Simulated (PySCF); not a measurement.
# Ni⁺ (nickel, charge +1) across methods

[Ar] 3d9, 2D determinant. All numbers are calculated (PySCF 2.14, the non-relativistic Hamiltonian (point nucleus), in aug-cc-pVTZ (8s7p5d3f2g, 93 functions)).

| method | E (hartree) | mean ε 3p β (eV) | mean ε 3d α (eV) | mean ε 3d β (eV) | Σ⟨r²⟩ (bohr²) | ⟨S²⟩ |
| --- | --- | --- | --- | --- | --- | --- |
| PBE0 | -1507.792 | -77.721 | -15.684 | -14.629 | 19.93 | 0.753 |
| LDA | -1505.350 | -73.344 | -13.869 | -12.909 | 20.35 | 0.754 |
| PBEsol | -1506.501 | -73.216 | -13.569 | -12.614 | 20.37 | 0.770 |
| MN15 | -1508.263 | -77.166 | -16.817 | -15.866 | 19.89 | 0.768 |
| revPBE | -1507.928 | -73.314 | -13.486 | -12.563 | 20.43 | 0.779 |
| M06-2X | -1507.989 | -82.038 | -18.400 | -17.187 | 19.71 | 0.752 |
| PBE | -1507.778 | -73.354 | -13.564 | -12.644 | 20.42 | 0.765 |
| UHF | -1506.59587 | -90.117 | -21.685 | -20.111 | 19.12 | 0.753 |

(1) Estimate the same row for r2SCAN.

Results:

(1) E (hartree) = -1507.996; mean ε 3p β (eV) = -75.029; mean ε 3d α (eV) = -13.620; mean ε 3d β (eV) = -12.612; Σ⟨r²⟩ (bohr²) = 20.11; ⟨S²⟩ = 0.776.
